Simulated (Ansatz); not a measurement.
Ansatz (an electronic-structure program) input (CAM-B3LYP/def2-TZVPD):

Ansatz 0.2 input:
```yaml
crystal:
  periodic: [false, false, false]
  atoms:
    - {symbol: Si, position_ang: [0.00307906, -0.00460760, -0.02827626]}
    - {symbol: F, position_ang: [0.17613696, -0.26357694, -1.61753777]}
    - {symbol: C, position_ang: [-1.61486523, -0.77641827, 0.48545481]}
    - {symbol: C, position_ang: [1.45038579, -0.81339207, 0.82526106]}
    - {symbol: C, position_ang: [-0.00375957, 1.84156853, 0.23429178]}
    - {symbol: H, position_ang: [-2.45307262, -0.32931486, -0.05299835]}
    - {symbol: H, position_ang: [-1.62022432, -1.84991898, 0.28547384]}
    - {symbol: H, position_ang: [-1.78992290, -0.63426202, 1.55484804]}
    - {symbol: H, position_ang: [1.47382790, -1.88724019, 0.62847291]}
    - {symbol: H, position_ang: [1.39034207, -0.67262315, 1.90740446]}
    - {symbol: H, position_ang: [2.39657376, -0.38781248, 0.48462161]}
    - {symbol: H, position_ang: [-0.11836554, 2.08195654, 1.29426091]}
    - {symbol: H, position_ang: [-0.82682896, 2.31327062, -0.30652131]}
    - {symbol: H, position_ang: [0.92876520, 2.29209422, -0.11190043]}
basis:
  gaussian:
    orbitals: def2-TZVPD
hamiltonian:
  xc: {name: CAM-B3LYP}
total_charge: 1
magnetization: {spin_polarized: true, initial_magnetization: 1}
```

End of the output:

```
integrals: 0.29 GiB planned
1462 factors; their error is unknown
integrals: 0.33 GiB planned
678 factors; integrals over basis functions are off by at most 2.1e-5 eV
mean field: 3.45 GiB planned
mean field evaluation 1: about -13831.7813 eV, gradient 6.0e1 eV
mean field evaluation 2: about -13831.5635 eV, gradient 6.5e1 eV
mean field evaluation 4: about -13845.0770 eV, gradient 1.4e0 eV
mean field evaluation 8: about -13845.0879 eV, gradient 6.4e-2 eV
mean field evaluation 16: about -13845.0651 eV, gradient 4.6e-4 eV
mean field evaluation 32: about -13845.0667 eV, gradient 1.6e-1 eV
mean field evaluation 64: about -13845.0693 eV, gradient 6.4e-2 eV
mean field -13845.06942135 eV, -508.7969167096 hartree, gradient 4.5e-6 eV, S^2 0.756667; 4 other end points of the search recorded, 0 dependent functions left out
reference -13845.06956485 eV, -508.7969219831 hartree; 25, 24 occupied and 250, 251 virtual orbitals, 1462 factors
Total energy: -13845.06956485 eV, -508.7969219831 hartree
```

This state (charge 1, doublet) is run at the relaxed geometry of the species with charge 0 and multiplicity 1.
